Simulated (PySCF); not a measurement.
C4H13B2N, SMILES N(B(C)C)B(C)C, singlet at its GFN2-xTB optimised geometry (Å):

```
20

B      1.0839     0.8095     0.0000
C      2.6730     0.8095     0.0000
C      0.3244     2.1993     0.0000
N      0.4143    -0.4406    -0.0024
B     -0.9421    -0.8547    -0.0053
C     -2.1578     0.1603     0.0067
C     -1.2508    -2.4136    -0.0201
H      3.0568     1.3177    -0.8838
H      3.1189    -0.1837     0.0237
H      3.0615     1.3627     0.8540
H     -0.2974     2.3126     0.8854
H     -0.3411     2.2938    -0.8549
H      1.0094     3.0435    -0.0250
H      1.0574    -1.2236    -0.0058
H     -3.1189    -0.3478     0.0327
H     -2.1175     0.8265     0.8652
H     -2.1518     0.7973    -0.8751
H     -1.8203    -2.7012     0.8628
H     -1.8722    -2.6776    -0.8747
H     -0.3631    -3.0435    -0.0544
```

Level of theory: B3LYP/def2-SVP in PySCF.

Map of the log10 of the electron density (e/bohr³), floored at −4 on the plane z = 0.6 Å:

```
|                           |
|                           |
|               .           |
|            .::--:         |
|          .:-==++-:        |
|         .:=+****+-.       |
|         :=*#%%%#+-::..    |
|       .:-+#@@@%#+====-.   |
|     .:--=+#@@@%#++***=-.  |
|    .:=++++*#%%%#*#%%%*=:  |
|    :=+#%#++*#%%##%@@@*=:  |
|   .-+#%@%*++*###%%@@%*=:  |
|   :=*#@@@#**#%%##%%%#*=:  |
|  .-+#%%@%%##%@%#*##%#*=:  |
|  .-+#%%%%%#%@@@#++*##+-.  |
|  .-=***####%%@%#+=+++=:.  |
|   .-=++*########+----:.   |
|    .:-=*#%%#*+**=-:..     |
|     :=*#%@%#+===-.        |
|     :=*%@@%#*=-:.         |
|     :=*%@%%#*+-.          |
|     .-+*###**=:           |
|      :-=++++=-.           |
|       .::---:.            |
|         .....             |
|                           |
|                           |
```
Scale: ten equal steps from -4.00 (start of ' ') to -0.562 (end of '@'), in the order ' .:-=+*#%@'; x runs from -5.50 to 5.50, y from -5.50 (bottom) to 5.50 (top).
